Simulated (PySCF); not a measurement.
Input of a run (PBE0-D3(BJ)/def2-SVP geometry optimisation, gas phase (PySCF 2.14.0)), started from GFN2-xTB:
```
{"job": {"xc": "PBE0", "basis": "def2-SVP", "d3": "d3bj", "grid": 1, "maxiter": 40, "kind": "geom"}, "charge": 0, "multiplicity": 1}
Ge    -0.156430     0.000760    -0.109510
Br    -0.153510    -0.021720     2.169400
Br     1.986340     0.014510    -0.885280
H     -0.842210     1.266740    -0.575020
H     -0.834190    -1.260300    -0.599590
```

Output (energies in Eh, forces in Eh/bohr):
```
step   0  E = -7224.85750943  max force = 0.006414
step   1  E = -7224.85800215  max force = 0.001746
step   2  E = -7224.85801839  max force = 0.000529
step   3  E = -7224.85802049  max force = 0.000119
optimisation converged
```

Problem. Summarise the run.

Solution. The energy falls by 1.3 kJ/mol over 4 energy and gradient evaluations, the largest force component goes from 0.0064 to 1.2e-04 Eh/bohr, and the atoms move by 0.020 Å rms after alignment. The bond that changes most is Ge1–Br2 (ends: germanium bonded to 2 Br and 2 H; bromine bonded to Ge), which lengthens by 0.021 Å. Bonds longer at the end by more than 0.005 Å: 4 of 4; shorter: 0. The energy never rose by more than 1e-6 Eh on the way. The first step brought 96 % of the lowering.

Problem. What are the final bond lengths?

Solution. Ge1–Br2 2.300 Å, Ge1–Br3 2.297 Å, Ge1–H4 1.531 Å, Ge1–H5 1.531 Å. Numbering counts from 1 in the input's order; the species is GeBr2H2, `[Br][GeH2][Br]`.

The run used 106 basis functions and 22 SCF cycles in all.

PBE0-D3(BJ)/def2-SVP frequencies: not computed here.
